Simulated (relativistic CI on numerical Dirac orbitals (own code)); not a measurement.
**Radial parameters of Sb XLIII**

Calculated at this level of theory: Dirac-Coulomb-Breit CI, orbitals from a KLI potential per configuration, model QED (radiative potential, 1s self-energy scaled to tabulated hydrogen-like ionisation energies), unscaled Slater integrals (own radial code, finite nucleus).

Slater integrals F^k, G^k are unscaled and averaged over j, outside the closed core 1s2; ζ comes from projecting the Hamiltonian with its Breit term on Σ l·s of the shell.

- 2s²2p⁵: ζ(2p) = 1.3954e+06 cm⁻¹; <r>(2p) = 0.1035, <r^2>(2p) = 0.013 (bohr units).
- 2p⁶3p: ζ(3p) = 380170 cm⁻¹; <r>(3p) = 0.2708, <r^2>(3p) = 0.08465 (bohr units).
- 2p⁶3d: ζ(3d) = 54102 cm⁻¹; <r>(3d) = 0.2358, <r^2>(3d) = 0.06387 (bohr units).

Averages of the first 10 configurations, taken without configuration mixing, which lowers the lowest level and can move excited configurations by several eV; other configurations of the list can lie among them:

| Configuration | Parity | States | Average energy above the lowest level (eV) |
| --- | --- | --- | --- |
| 2s²2p⁵ | odd | 6 | 87.1 |
| 2s2p⁶ | even | 2 | 544.8 |
| 2p⁶3s | even | 2 | 4899.2 |
| 2p⁶3p | odd | 6 | 5020.8 |
| 2p⁶3d | even | 10 | 5148.5 |
| 2s²2p⁴3s | even | 30 | 3994.5 |
| 2s²2p⁴3p | odd | 90 | 4122.5 |
| 2s²2p⁴3d | even | 150 | 4250.7 |
| 2s2p⁵3s | odd | 24 | 4426.9 |
| 2s2p⁵3p | even | 72 | 4551.7 |
